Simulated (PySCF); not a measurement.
Geometry:
```tsv
atom	x (Å)	y (Å)	z (Å)
P1	2.678	-1.557	-0.927
Si2	2.179	-0.228	0.819
N3	1.362	1.142	0.206
C4	0.248	1.479	-0.260
N5	-0.888	0.732	-0.448
C6	-2.101	1.267	-0.822
C7	-3.012	0.264	-0.917
C8	-2.335	-0.946	-0.602
C9	-1.045	-0.628	-0.318
H10	3.504	-0.644	-1.551
H11	3.739	-2.174	-0.294
H12	3.348	0.369	1.465
H13	1.448	-1.082	1.766
H14	0.109	2.519	-0.567
H15	-2.212	2.322	-0.979
H16	-4.045	0.363	-1.182
H17	-2.765	-1.927	-0.594
H18	-0.221	-1.265	-0.070
```

Relativity neglected, a single conformation, in vacuum, one averaged value for each set of equivalent atoms. GFN2-xTB geometry; GIAO PBE0/pcSseg-1 shieldings; PySCF 2.14.

Scale: TMS for ¹³C (186.93 ppm), ¹H (31.72 ppm), ²⁹Si (349.16 ppm); ³¹P (318.38 ppm) against H3PO4; ¹⁵N (267.73 ppm) against NH3 (reference shieldings calculated alike).

```csv
atoms,nucleus,count,Hirshfeld charge,δ (ppm)
Si2,²⁹Si,1,0.31,-52.5
H15/H18,¹H,2,0.05,7.11
H16/H17,¹H,2,0.06,?
H14,¹H,1,0.06,?
C4,¹³C,1,0.11,150.7
N3,¹⁵N,1,-0.27,?
C6/C9,¹³C,2,-0.03,124.2
N5,¹⁵N,1,0.00,?
H12/H13,¹H,2,-0.08,5.83
C7/C8,¹³C,2,-0.08,120.0
P1,³¹P,1,-0.02,-304.2
H10/H11,¹H,2,-0.01,1.09
```

Fill in the missing shifts.

Answers


- H14: 8.28 ppm, hydrogen on a C=N carbon
- H16/H17: 6.65 ppm, hydrogen on an aromatic CH; it sits in the deshielding region of the aromatic ring current
- N3: 265.6 ppm, imine nitrogen
- N5: 228.9 ppm, pyrrole-type ring nitrogen

Shifts are as computed. Against solution values, carbons near 30 ppm lie about +3 ppm off and those near 130 ppm about +5 ppm. Of 1309 compounds with measured shifts, 239 miss one by over three times the rms of a fit or turn the order of signals round; such compounds aren't used in these exercises. Experimental scales use liquid or dissolved standards, which lie at an offset from isolated NH3 (liquid NH3: subtract about 20 ppm) and H3PO4. Unscaled 15N shifts of sp2 nitrogen come out 20 to 40 ppm too high even then.
